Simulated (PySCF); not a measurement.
ReO₂F₃, SMILES [O]=[Re](=[O])([F])([F])[F], multiplicity 1.

The structure is a stationary point at B3LYP-D3(BJ)/def2-SVP. The spin state was assumed, not searched. The def2 effective core potentials stand for the cores of Re; spin–orbit coupling is left out.

Method: PBE/def2-TZVP run with PySCF.

Symmetry labels are those of the subgroup C2v that the program uses (full group C2v).

Computed valence orbital energies around the gap with their symmetry:
```json
[
 {"orbital": "HOMO−7", "symmetry": "B2", "energy (eV)": "-11.03"},
 {"orbital": "HOMO−6", "symmetry": "A1", "energy (eV)": "-10.94"},
 {"orbital": "HOMO−5", "symmetry": "B2", "energy (eV)": "-10.58"},
 {"orbital": "HOMO−4", "symmetry": "B1", "energy (eV)": "-10.44"},
 {"orbital": "HOMO−3", "symmetry": "A1", "energy (eV)": "-10.13"},
 {"orbital": "HOMO−2", "symmetry": "A2", "energy (eV)": "-9.88"},
 {"orbital": "HOMO−1", "symmetry": "B1", "energy (eV)": "-9.73"},
 {"orbital": "HOMO", "symmetry": "B2", "energy (eV)": "-9.42"},
 {"orbital": "LUMO", "symmetry": "B1", "energy (eV)": "-5.43"},
 {"orbital": "LUMO+1", "symmetry": "A2", "energy (eV)": "-5.11"},
 {"orbital": "LUMO+2", "symmetry": "A1", "energy (eV)": "-3.24"},
 {"orbital": "LUMO+3", "symmetry": "B2", "energy (eV)": "-2.36"}
]
```
